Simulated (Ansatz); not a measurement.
`[CH3][In]([F])[Cl]` + H₂Te → `[CH3][In]([F])[TeH]` + HCl at 700 K and 1 bar (ligand exchange at the In–Cl bond).

Calculated with Ansatz (gas phase, PBE0-D4/def2-TZVP geometries, no zero-point term in ΔE). CBS: MP2 limit from def2 TZ/QZ plus the TZ coupled-cluster correction, frozen cores. This one scheme is used for every species. def2 core potentials past Kr. For In, Te outer-core shells are correlated without core-valence functions, which leaves a few kJ/mol of doubt a bond.

| species | CCSD(T)/CBS energy (Eh) | H − E (kJ/mol) | S (J/(mol·K)) |
| --- | --- | --- | --- |
| `[CH3][In]([F])[Cl]` | -789.33016 | 163.8 | 455.0 |
| H₂Te | -268.91024 | 57.2 | 261.6 |
| `[CH3][In]([F])[TeH]` | -597.86453 | 188.7 | 500.8 |
| HCl | -460.38127 | 38.4 | 211.8 |

H − E and S are ideal-gas, rigid-rotor, harmonic terms from PBE0-D4/def2-TZVP, for one conformer and one mirror image of each species. 1 Eh = 2625.50 kJ/mol, R = 8.31446 J/(mol·K).

Question: By hand: ΔE, ΔH, ΔS and ΔG.

Answer: ΔE = (-597.86453) + (-460.38127) − (-789.33016) − (-268.91024) = -0.00540 Eh = -14.2 kJ/mol. Δ(H − E) = 188.7 + 38.4 − 163.8 − 57.2 = 6.1, so ΔH = -8.1 kJ/mol. ΔS = 500.8 + 211.8 − 455.0 − 261.6 = -4.0 J/(mol·K). ΔG = -8.1 − 700 × (-4.0)/1000 = -5.3 kJ/mol.

Question: By hand: the equilibrium constant, and the temperature at which ΔG would vanish if ΔH and ΔS stayed fixed.

Answer: log₁₀ K = −ΔG/(RT ln 10) = 0.4. ΔG = 0 at ΔH/ΔS = 2025 K, though so small a ΔH makes that figure unsure.

TΔS isn't small against ΔH here. The sign of ΔG lies within the doubt. A doubt of 5 kJ/mol in ΔE shifts log₁₀ K by 0.4 here. Other conformers and mirror images would add mixing entropy, several J/(mol·K) or more a flexible species. Modes under 60 cm⁻¹, often nearly free rotors, make the harmonic entropy too high. These are equilibria of isolated gas molecules and say nothing of rates. Largest T1 diagnostic: 0.014 (customary marks: 0.02 for closed shells, 0.045 for open ones).
